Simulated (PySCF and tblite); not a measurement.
Values are calculated unless marked as measured or tabulated.
C₅H₁₀Cl₂, numbered as in [CH3:1][C@@H:2]([Cl:3])[CH2:4][C@H:5]([CH3:6])[Cl:7].

The ensemble was built from 200 distance-geometry starts (ETKDG and KDG, MMFF94s, GFN2-xTB) and rests on GFN2-xTB geometries. Weights use PBE0-D3(BJ)/pcSseg-1 energies plus GFN2-xTB zero-point and thermal terms (modes under about 100 cm⁻¹ blended into free rotors). Symmetry numbers and mirror images are counted. Conformers within 2.5 kcal/mol (GFN2-xTB free energy) were kept, 7 at most. Of two unlike H on one atom, a is the less shielded (PBE0/pcSseg-1). Codes: tblite and PySCF.

An NOE distance is ⟨r⁻⁶⟩^(−1/6) over all pairs of like atoms and, for the average, over conformers.

Torsions listed: Cl3–C2–C4–C5, C2–C4–C5–Cl7. Of a mirror pair one member is shown.

| conformer | shape | weight % |
| --- | --- | --- |
| 1 | -177°, 57° | 91.3 |
| 2 | 63°, 85° | 7.5 |
| 3 | 77°, 169° | 1.0 |
| 4 | -140°, 173° | 0.1 |

Not shown: 1 more, 0.1 % in all.

(1) Which H–H contacts under 3.5 Å would NOEs report (pairs on one atom left out) at 298.15 K?

(2) In a model where alignment follows shape alone (order matrix 0.001 × (3G/tr G − 1)/2, G the second moments of the atom positions; splitting J + 2D), what are the one-bond C–H dipolar couplings D?

Answers

(1) 
```json
{"pair": "H2/H5 ··· H4b", "in 1 (Å)": "2.68", "in 2 (Å)": "2.52", "in 3 (Å)": "2.68", "in 4 (Å)": "3.04", "average (Å)": "2.66"}
{"pair": "H2/H5 ··· H4a", "in 1 (Å)": "2.67", "in 2 (Å)": "2.64", "in 3 (Å)": "2.42", "in 4 (Å)": "2.58", "average (Å)": "2.66"}
{"pair": "H1/H6 ··· H2/H5", "in 1 (Å)": "2.74", "in 2 (Å)": "2.83", "in 3 (Å)": "2.73", "in 4 (Å)": "2.83", "average (Å)": "2.75"}
{"pair": "H1/H6 ··· H4b", "in 1 (Å)": "2.90", "in 2 (Å)": "2.98", "in 3 (Å)": "3.16", "in 4 (Å)": "2.81", "average (Å)": "2.90"}
{"pair": "H1/H6 ··· H4a", "in 1 (Å)": "3.12", "in 2 (Å)": "3.06", "in 3 (Å)": "3.30", "in 4 (Å)": "3.84", "average (Å)": "3.12"}
```

Longer pairs under the limit may be missing.

(2) H1/H6 1.3 Hz (1.3 in conformer 1), H2/H5 5.3 Hz (5.5 in conformer 1), H4b 6.6 Hz (7.0 in conformer 1), H4a 3.8 Hz (3.5 in conformer 1).
